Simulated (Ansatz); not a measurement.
Frontier orbitals of CH$_{7}$BSi$_{2}$ (`CB1[SiH2][SiH2]1`).

```xyz
11

C    -0.688    1.446   -0.868
B    -0.160    0.445    0.215
Si    1.562   -0.344    0.427
Si   -0.767   -1.303    0.676
H     0.070    1.769   -1.585
H    -1.002    2.348   -0.325
H    -1.569    1.094   -1.410
H     2.019   -1.035    1.656
H     2.653   -0.295   -0.585
H    -1.740   -2.104   -0.115
H    -0.378   -2.022    1.912
```

Total charge 0; spin multiplicity 1. The structure was optimised at the PBE0-D4/def2-TZVP level. Basis def2-TZVPP, Ansatz.

```tsv
functional	HOMO (eV)	LUMO (eV)
LC-ωPBE	-8.75	0.61
```

Problem. Give HOMO and LUMO (eV) with LDA (SPW92), PBE, revPBE, BLYP, r2SCAN, B97M-V, PBE0, B3LYP, r2SCANh, r2SCAN0, HSE06 (plane-wave form), BHLYP, CAM-B3LYP, ωB97X-V, ωB97M-V, HF. (Best estimate.)

Solution. Computed: 
```json
{"functional": "LDA (SPW92)", "HOMO": "-5.78", "LUMO": "-2.58"}
{"functional": "PBE", "HOMO": "-5.66", "LUMO": "-2.41"}
{"functional": "revPBE", "HOMO": "-5.61", "LUMO": "-2.34"}
{"functional": "BLYP", "HOMO": "-5.46", "LUMO": "-2.20"}
{"functional": "r2SCAN", "HOMO": "-5.82", "LUMO": "-2.23"}
{"functional": "B97M-V", "HOMO": "-5.84", "LUMO": "-2.23"}
{"functional": "PBE0", "HOMO": "-6.49", "LUMO": "-1.55"}
{"functional": "B3LYP", "HOMO": "-6.28", "LUMO": "-1.67"}
{"functional": "r2SCANh", "HOMO": "-6.13", "LUMO": "-1.92"}
{"functional": "r2SCAN0", "HOMO": "-6.60", "LUMO": "-1.46"}
{"functional": "HSE06 (plane-wave form)", "HOMO": "-6.10", "LUMO": "-1.93"}
{"functional": "BHLYP", "HOMO": "-7.12", "LUMO": "-0.49"}
{"functional": "CAM-B3LYP", "HOMO": "-7.55", "LUMO": "-0.38"}
{"functional": "ωB97X-V", "HOMO": "-8.49", "LUMO": "0.56"}
{"functional": "ωB97M-V", "HOMO": "-8.35", "LUMO": "0.38"}
{"functional": "HF", "HOMO": "-8.10", "LUMO": "1.86"}
```

B3LYP here is the variant with VWN-RPA as its local correlation; programs differ in this. LC-ωPBE has ω = 0.4 bohr⁻¹. Positive LUMOs are unbound and depend on the basis.
